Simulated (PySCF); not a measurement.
C₂H₄ClFOSi, SMILES O=CC[Si@@H](F)Cl.

The structure is a stationary point at PBE0-D3(BJ)/def2-SVP. The structure was generated by enumeration; whether it is a known compound was not checked. One conformer was computed; it need not be the lowest.

Level of theory: PySCF with TDDFT-PBE/def2-SVPD.

Vertical excitations. 

```
state  energy (eV)  λ (nm)      f                          main pairs
-----  -----------  ------  -----  ----------------------------------
S1            4.07     304  0.002                     HOMO→LUMO 100 %
S2            5.56     223  0.004                    HOMO→LUMO+1 95 %
S3            5.69     218  0.002                    HOMO→LUMO+2 99 %
S4            5.79     214  0.019                    HOMO−1→LUMO 87 %
S5            6.16     201  0.008                    HOMO−2→LUMO 98 %
S6            6.30     197  0.014                    HOMO→LUMO+3 94 %
S7            6.72     185  0.005                    HOMO→LUMO+4 97 %
S8            6.89     180  0.041                    HOMO→LUMO+5 94 %
S9            6.97     178  0.030  HOMO−4→LUMO 64 %, HOMO−3→LUMO 28 %
S10           7.19     172  0.072  HOMO−3→LUMO 43 %, HOMO−4→LUMO 33 %
T1            3.48     357      0                     HOMO→LUMO 100 %
T2            5.40     229      0                    HOMO−1→LUMO 87 %
T3            5.50     226      0                    HOMO→LUMO+1 98 %
T4            5.67     219      0                   HOMO→LUMO+2 100 %
```
Triplets are in the Tamm–Dancoff approximation, which puts them higher than full response would, so one can lie above its singlet here.
